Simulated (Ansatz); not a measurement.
Job for Ansatz (an electronic-structure program): R-SVWN5/def2-TZVPP on CH6GaN (SMILES C[NH][GaH2]), a point of a torsion scan.

Ansatz 0.2 input:
```yaml
crystal:
  periodic: [false, false, false]
  atoms:
    - {symbol: C, position_ang: [-1.32751300, 0.26540962, 0.16270257]}
    - {symbol: N, position_ang: [-0.12233047, -0.51475885, -0.16186765]}
    - {symbol: Ga, position_ang: [1.59484916, 0.16184153, -0.13266163]}
    - {symbol: H, position_ang: [-2.19230089, -0.14418682, -0.36661463]}
    - {symbol: H, position_ang: [-1.17712190, 1.29507759, -0.16828268]}
    - {symbol: H, position_ang: [-1.55344039, 0.27756782, 1.23453205]}
    - {symbol: H, position_ang: [-0.27960664, -1.47923035, 0.12388149]}
    - {symbol: H, position_ang: [2.58786334, 0.17403767, 1.08897246]}
    - {symbol: H, position_ang: [2.05198666, 0.89750824, -1.42902747]}
basis:
  gaussian:
    orbitals: def2-TZVPP
hamiltonian:
  xc: {name: SVWN5}
scf: {lower_state_search: off}
```

Output:

```
WARN ansatz: RAYON_NUM_THREADS=1 ignored (pool sized by the plan → 1); use --threads N
Functional definition: SVWN5
these checks for a lower state are left out or cut short: stability, starts, cluster_reference, orbital_swaps, neighbouring_geometries, increment
integrals: 0.10 GiB planned
1057 factors; their error is unknown
mean field: 0.74 GiB planned
mean field evaluation 1: about -54883.6301 eV, gradient 8.7e1 eV
mean field evaluation 2: about -54799.1928 eV, gradient 1.8e2 eV
mean field evaluation 4: about -54897.2137 eV, gradient 2.0e1 eV
mean field evaluation 8: about -54897.9249 eV, gradient 8.6e-2 eV
mean field evaluation 16: about -54897.9030 eV, gradient 4.8e-5 eV
mean field -54897.90296978 eV, -2017.4607230042 hartree, gradient 2.3e-6 eV, S^2 0.000000; 0 other end points of the search recorded, 0 dependent functions left out
reference -54897.90301151 eV, -2017.4607245380 hartree; 25, 25 occupied and 169, 169 virtual orbitals, 1057 factors
Total energy: -54897.90301151 eV, -2017.4607245380 hartree
Checks for a lower state left out: stability, starts, cluster_reference, orbital_swaps, neighbouring_geometries, increment
```

The calculation finished and met its thresholds.

Cost: roughly 1.5 core-seconds.
